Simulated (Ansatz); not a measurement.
Geometry optimisation, RKS CAM-B3LYP/def2-SVP in Ansatz 0.2.0.

Input file:

```yaml
crystal:
  periodic: [false, false, false]
  atoms:
    - { symbol: Si, position_ang: [-0.517323, 0.261414, -0.199281] }
    - { symbol: H, position_ang: [0.346831, -1.435709, 1.676392] }
    - { symbol: F, position_ang: [0.882383, 0.661778, 0.510523] }
    - { symbol: H, position_ang: [-0.783261, 1.365563, -1.153641] }
    - { symbol: H, position_ang: [-0.367431, -1.042281, -0.88266] }
    - { symbol: "N", position_ang: [-1.84334, 0.127742, 0.975617] }
    - { symbol: H, position_ang: [-2.233551, -0.80746, 1.055004] }
    - { symbol: Si, position_ang: [-2.626572, 1.375291, 1.910667] }
    - { symbol: H, position_ang: [-3.161582, 0.757408, 3.155703] }
    - { symbol: H, position_ang: [-1.61746, 2.417451, 2.244283] }
    - { symbol: H, position_ang: [-3.758172, 2.042659, 1.203597] }
    - { symbol: H, position_ang: [-0.337723, -1.323755, 1.867896] }
basis:
  gaussian: { orbitals: def2-SVP }
hamiltonian:
  xc: cam_b3lyp
relax:
  f_tol: 0.03
  max_steps: 50
```

Command:

```bash
$ ansatz run input.yaml --threads 4 --pin off --max-ram 5120MiB --backend cpu --events-out ev --progress --plain --runs-dir out
```

Where does it end, and by what steps?

The run converged. The force dipped under the threshold on the way, but the program's further checks kept it going. After 26 steps the energy has fallen by 0.368 eV; H12 moved furthest, 2.04 Å.

```
step  energy less start (eV)  largest force component (eV/Å)  accepted
   0                  0.0000                           1.686       yes
   1                 -0.1705                           0.638       yes
   2                 -0.2356                           0.279       yes
   3                 -0.2629                           0.075       yes
   4                 -0.2753                           0.151       yes
   5                 -0.2889                           0.158       yes
   6                 -0.3079                           0.241       yes
   7                 -0.2492                           1.497        no
   8                 -0.3184                           0.189       yes
   9                 -0.3205                           0.597       yes
  10                 -0.3321                           0.384       yes
  11                 -0.3553                           0.041       yes
  12                 -0.3577                           0.216       yes
  13                 -0.3597                           0.405       yes
  14                 -0.3639                           0.041       yes
  15                 -0.3648                           0.014       yes
  16                 -0.3657                           0.058       yes
  17                 -0.3662                           0.043       yes
  18                 -0.3668                           0.050       yes
  19                 -0.3671                           0.052       yes
  20                 -0.3672                           0.051       yes
  21                 -0.3674                           0.046       yes
  22                 -0.3678                           0.034       yes
  23                 -0.3679                           0.026       yes
  24                 -0.3680                           0.034       yes
  25                 -0.3682                           0.026       yes
  26                 -0.3682                           0.016       yes
```

```xyz
12
Properties=species:S:1:pos:R:3
Si -0.692 0.390 -0.247
H 0.988 -1.878 2.274
F 0.515 -0.280 0.617
H -0.294 1.791 -0.506
H -0.817 -0.431 -1.473
N -2.183 0.377 0.605
H -2.707 -0.494 0.540
Si -2.844 1.566 1.702
H -2.859 1.087 3.114
H -1.983 2.774 1.603
H -4.245 1.908 1.325
H 1.104 -2.410 2.810
```

Whether the end is a true minimum wasn't checked by a vibrational analysis.

Run time: 33 s on 4 threads of Arm Neoverse V2, with other jobs on the host, peak memory 0.26 GiB.
